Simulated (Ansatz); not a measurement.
Reaction (ligand exchange at the Si–O bond): `N[SiH2]O[Si](N)(Cl)Cl` + `[OH][SnH3]` → `N[SiH2][O][SnH3]` + `N[Si](O)(Cl)Cl`

Program: Ansatz. Geometries: PBE0-D4/def2-TZVP. ΔE: electronic, gas phase. CCSD(T)/CBS adds triple-zeta CCSD(T) − MP2 to the extrapolated MP2 energy (def2 sets, frozen cores). This one scheme is used for every species. DFT in def2-TZVPP. B3LYP here is the variant with VWN-RPA as its local correlation; programs differ in this. def2 core potentials past Kr. For Sn outer-core shells are correlated without core-valence functions, which leaves a few kJ/mol of doubt a bond. One conformer a species, not always the lowest.

```
             level  ΔE (kJ/mol)
            PBE-D4          2.8
           PBE0-D4          3.0
           ωB97X-V          2.7
            B2PLYP          1.6
            r2SCAN          0.6
             B3LYP          2.3
SCS-MP2/def2-TZVPP          1.2
   CCSD/def2-TZVPP          1.0
```

**Question.** What does CCSD(T)/CBS give? (Best estimate.)

**Answer.** The calculation gave: +0.3 kJ/mol. The listed levels differ from it by 2.5, 2.7, 2.4, 1.3, 0.3, 2.0, 0.9, 0.7 kJ/mol.

Largest T1 diagnostic among the species: 0.014.

The D4 term adds +3.9 kJ/mol with B3LYP and +2.8 kJ/mol with PBE0; it sums over pairs of atoms, weighted by their polarisabilities, and B3LYP, whose exchange is more repulsive, gets the larger term.
